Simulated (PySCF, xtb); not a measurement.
SiHF2Br, SMILES [SiH](F)(Br)F.

Geometry: ωB97X-D3(BJ)/def2-SVP.

The numbers are results of PySCF with IEF-PCM-B3LYP/def2-SVP, not measurements.

The values are the electrostatic part of the solvation free energy, E(continuum) − E(gas) at the gas-phase geometry, in a cavity of scaled van der Waals radii (PySCF's table); cavitation and dispersion terms are not included. In vacuum the orbital gap is 9.15 eV. The dipole moment in vacuum is 1.31 D.

### Question
Estimate the values in water (ε = 78.36), ethanol (ε = 24.85), toluene (ε = 2.37). (The exact figures need the calculation; the answer reports its results.)

### Answer

| solvent | ε | ΔG(elec) (kcal/mol) | dipole (D) | gap (eV) |
|---|---|---|---|---|
| water | 78.36 | -1.9 | 1.59 | 9.21 |
| ethanol | 24.85 | -1.8 | 1.58 | 9.21 |
| toluene | 2.37 | -0.9 | 1.43 | 9.18 |

For comparison, GFN2-xTB/ALPB(water) (xtb, at the GFN2-xTB geometry, all terms of that model) gives 1.4 kcal/mol.
